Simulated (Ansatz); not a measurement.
Total energies of Si37H51, a nanocrystal with a defect cut from the lattice of silicon (one cap removed) from Ansatz at B3LYP-D4/def2-SVP, gas phase (1 Eh = 27.2114 eV = 2625.5 kJ/mol). The reference geometry is relaxed at PBE-D4/def2-SVP.

| state | geometry | energy (Eh) |
| --- | --- | --- |
| charge 0 doublet | reference | -10739.91634 |
| charge 1 singlet | reference | -10739.66471 |
| charge -1 singlet | reference | -10740.00835 |
| free Si atom (triplet) | – | -289.29368 |
| free H atom (doublet) | – | -0.50126 |

B3LYP takes the VWN-RPA correlation. Single mean-field runs in def2-SVP are fitted with def2-universal-jkfit.

Other spin states of the ions weren't run at this level and may lie lower.

Work out the vertical ionisation energy to the singlet.

E(charge 1 singlet) − E(charge 0 doublet) = -10739.66471 − (-10739.91634) = 0.25163 Eh = 6.85 eV. For comparison, −ε of the highest occupied level of the spin that leaves is 5.62 eV at this level, 1.23 eV less.

Work out the vertical electron affinity, to the singlet.

E(charge 0 doublet) − E(charge -1 singlet) = -10739.91634 − (-10740.00835) = 0.09201 Eh = 2.50 eV. The basis lacks diffuse functions, which makes affinities too small.

Give the fundamental gap IE − EA, the Mulliken electronegativity (IE + EA)/2 and the hardness (IE − EA)/2.

From the values in Eh: IE − EA = 0.25163 − 0.09201 = 0.15962 Eh = 4.34 eV; (IE + EA)/2 = 4.68 eV; (IE − EA)/2 = 2.17 eV.

What is the binding energy per atom against free atoms?

Atoms: 37 × (-289.29368) + 51 × (-0.50126) = -10729.43042 Eh. Binding: -10729.43042 − (-10739.91634) = 10.48592 Eh = 285.34 eV, or 3.24 eV for each of 88 atoms (no zero-point energy, no counterpoise term).
